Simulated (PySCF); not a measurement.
# `CCC[Si@H]1CC[SiH2]N1`: 4 charge schemes on one density

C5H15NSi2.
Atom-mapped SMILES: `[CH3:1][CH2:2][CH2:3][Si@H:4]1[CH2:5][CH2:6][SiH2:7][NH:8]1` (hydrogens: H9, H10, H11 on C1; H12, H13 on C2; H14, H15 on C3; H16 on Si4; H17, H18 on C5; H19, H20 on C6; H21, H22 on Si7; H23 on N8)

Geometry (PBE0-D3(BJ)/def2-SVP, Å), atoms numbered from 1 in this order:
```xyz
23
C5H15NSi2 angstrom
C     -3.3867   -0.4446   -0.4867
C     -2.0171   -0.6066    0.1559
C     -0.9594    0.3409   -0.4105
Si     0.7288    0.1727    0.4024
C      1.5594   -1.4993    0.0791
C      3.0868   -1.2928    0.0353
Si     3.4290    0.3948   -0.7521
N      1.9462    1.2026   -0.3162
H     -3.7724    0.5779   -0.3452
H     -3.3412   -0.6308   -1.5717
H     -4.1232   -1.1421   -0.0580
H     -2.1041   -0.4515    1.2460
H     -1.6791   -1.6511    0.0340
H     -0.8331    0.1774   -1.4957
H     -1.2962    1.3885   -0.3017
H      0.5536    0.4340    1.8733
H      1.2686   -2.2674    0.8143
H      1.1948   -1.8548   -0.9010
H      3.6061   -2.1170   -0.4802
H      3.4958   -1.2598    1.0599
H      4.6439    1.0663   -0.1875
H      3.6381    0.3076   -2.2362
H      1.8233    2.2037   -0.4163
```

Density: PBE0/pcSseg-1 (PySCF); schemes: Mulliken, IAO, Hirshfeld and ESP-fitted. Isolated species at its PBE0-D3(BJ)/def2-SVP geometry (one conformer only).

Q: Do the Mulliken, IAO, Hirshfeld and ESP-fitted schemes agree on where the charge is lowest?

A: All schemes agree: Mulliken N8 (-0.847); IAO N8 (-0.925); Hirshfeld N8 (-0.329); ESP-fitted N8 (-0.859).

Q: Do the Mulliken, IAO, Hirshfeld and ESP-fitted schemes agree on where the charge is highest?

A: All schemes agree: Mulliken Si4 (+0.968); IAO Si4 (+1.024); Hirshfeld Si4 (+0.386); ESP-fitted Si4 (+0.651).

Q: At which atom do the 4 schemes differ most?

A: At C2: from -0.309 (Mulliken) to +0.393 e (ESP-fitted), 0.702 e apart.

Q: What partial charge does each atom carry?

A: In e:

```json
{"atom": "C1", "environment": "methyl carbon", "Mulliken": "-0.263", "IAO": "-0.405", "Hirshfeld": "-0.115", "ESP-fitted": "-0.356"}
{"atom": "C2", "environment": "chain CH2 carbon", "Mulliken": "-0.309", "IAO": "-0.234", "Hirshfeld": "-0.062", "ESP-fitted": "+0.393"}
{"atom": "C3", "environment": "sp3 carbon bound to silicon", "Mulliken": "-0.555", "IAO": "-0.552", "Hirshfeld": "-0.162", "ESP-fitted": "-0.544"}
{"atom": "Si4", "environment": "SiH silicon", "Mulliken": "+0.968", "IAO": "+1.024", "Hirshfeld": "+0.386", "ESP-fitted": "+0.651"}
{"atom": "C5", "environment": "sp3 carbon bound to silicon", "Mulliken": "-0.560", "IAO": "-0.540", "Hirshfeld": "-0.159", "ESP-fitted": "-0.146"}
{"atom": "C6", "environment": "sp3 carbon bound to silicon", "Mulliken": "-0.537", "IAO": "-0.535", "Hirshfeld": "-0.157", "ESP-fitted": "-0.352"}
{"atom": "Si7", "environment": "SiH2 silicon", "Mulliken": "+0.767", "IAO": "+0.874", "Hirshfeld": "+0.361", "ESP-fitted": "+0.619"}
{"atom": "N8", "environment": "nitrogen bridging silicon atoms", "Mulliken": "-0.847", "IAO": "-0.925", "Hirshfeld": "-0.329", "ESP-fitted": "-0.859"}
{"atom": "H9", "environment": "methyl hydrogen", "Mulliken": "+0.110", "IAO": "+0.132", "Hirshfeld": "+0.037", "ESP-fitted": "+0.077"}
{"atom": "H10", "environment": "methyl hydrogen", "Mulliken": "+0.110", "IAO": "+0.132", "Hirshfeld": "+0.037", "ESP-fitted": "+0.082"}
{"atom": "H11", "environment": "methyl hydrogen", "Mulliken": "+0.116", "IAO": "+0.136", "Hirshfeld": "+0.039", "ESP-fitted": "+0.075"}
{"atom": "H12", "environment": "methylene hydrogen", "Mulliken": "+0.127", "IAO": "+0.127", "Hirshfeld": "+0.035", "ESP-fitted": "-0.055"}
{"atom": "H13", "environment": "methylene hydrogen", "Mulliken": "+0.124", "IAO": "+0.124", "Hirshfeld": "+0.035", "ESP-fitted": "-0.074"}
{"atom": "H14", "environment": "methylene hydrogen", "Mulliken": "+0.138", "IAO": "+0.137", "Hirshfeld": "+0.036", "ESP-fitted": "+0.120"}
{"atom": "H15", "environment": "methylene hydrogen", "Mulliken": "+0.135", "IAO": "+0.136", "Hirshfeld": "+0.036", "ESP-fitted": "+0.134"}
{"atom": "H16", "environment": "Si–H hydrogen", "Mulliken": "-0.098", "IAO": "-0.166", "Hirshfeld": "-0.099", "ESP-fitted": "-0.166"}
{"atom": "H17", "environment": "methylene hydrogen", "Mulliken": "+0.149", "IAO": "+0.145", "Hirshfeld": "+0.037", "ESP-fitted": "+0.032"}
{"atom": "H18", "environment": "methylene hydrogen", "Mulliken": "+0.145", "IAO": "+0.139", "Hirshfeld": "+0.037", "ESP-fitted": "+0.084"}
{"atom": "H19", "environment": "methylene hydrogen", "Mulliken": "+0.148", "IAO": "+0.145", "Hirshfeld": "+0.038", "ESP-fitted": "+0.088"}
{"atom": "H20", "environment": "methylene hydrogen", "Mulliken": "+0.150", "IAO": "+0.145", "Hirshfeld": "+0.040", "ESP-fitted": "+0.113"}
{"atom": "H21", "environment": "Si–H hydrogen", "Mulliken": "-0.115", "IAO": "-0.147", "Hirshfeld": "-0.091", "ESP-fitted": "-0.149"}
{"atom": "H22", "environment": "Si–H hydrogen", "Mulliken": "-0.114", "IAO": "-0.158", "Hirshfeld": "-0.096", "ESP-fitted": "-0.148"}
{"atom": "H23", "environment": "N–H hydrogen", "Mulliken": "+0.211", "IAO": "+0.264", "Hirshfeld": "+0.117", "ESP-fitted": "+0.384"}
```

Mean size of the charges over all atoms: IAO 0.318 e, Mulliken 0.295 e, ESP-fitted 0.248 e, Hirshfeld 0.110 e. Each set sums to the total charge, 0, to within 0.001 e. The ESP scheme is a least-squares fit of atom-centred charges to the potential on four shells outside the van der Waals surface, with the total charge fixed.

Q: How many electrons does the ESP-fitted scheme count on N8?

A: Z − q = 7 − (-0.859) = 7.859.

Q: Sum the charges by element, for elements with more than one atom.

A: 
```
element  atoms  Mulliken     IAO  Hirshfeld  ESP-fitted
      C      5    -2.223  -2.267     -0.655      -1.005
     Si      2    +1.735  +1.897     +0.748      +1.269
      H     15    +1.335  +1.294     +0.237      +0.595
```

Q: How closely do the schemes follow one another over all atoms?

A: Correlation coefficient and root-mean-square difference: Mulliken with IAO 0.99, 0.050 e; IAO with Hirshfeld 0.99, 0.273 e; Mulliken with Hirshfeld 0.97, 0.249 e; Hirshfeld with ESP-fitted 0.90, 0.208 e; IAO with ESP-fitted 0.89, 0.199 e; Mulliken with ESP-fitted 0.86, 0.205 e.
